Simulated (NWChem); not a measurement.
# BHOF2; SMILES OB(F)F

```xyz
5

B     -0.0234    -0.0085     0.0000
F      1.2972    -0.1393     0.0000
F     -0.7587    -1.1014     0.0000
O     -0.6196     1.1941     0.0000
H      0.0077     1.9240     0.0000
```
Atoms are numbered in this order, from 1.

All runs: NWChem. Pople sets run with spherical d functions. All runs use the structure optimised with PBE0/def2-SVP. Atomic charges in e: unrestrained fits to the electrostatic potential beside Mulliken populations; buried atoms are poorly determined by the fit.

For level Hartree-Fock/6-31G*:

- ESP B1 = 1.04
- Mulliken B1 = 1.03
- Mulliken F2 = -0.40
- Mulliken F3 = -0.38
- ESP O4 = -0.75
- Mulliken O4 = -0.72

Estimate the same quantities for level B3LYP/def2-SVP.

The ESP B1 comes out as 0.87. The Mulliken B1 is 0.16 and the Mulliken F2 comes out as -0.13. The Mulliken F3 is -0.10, the ESP O4 is -0.64 and the Mulliken O4 comes out as -0.12.
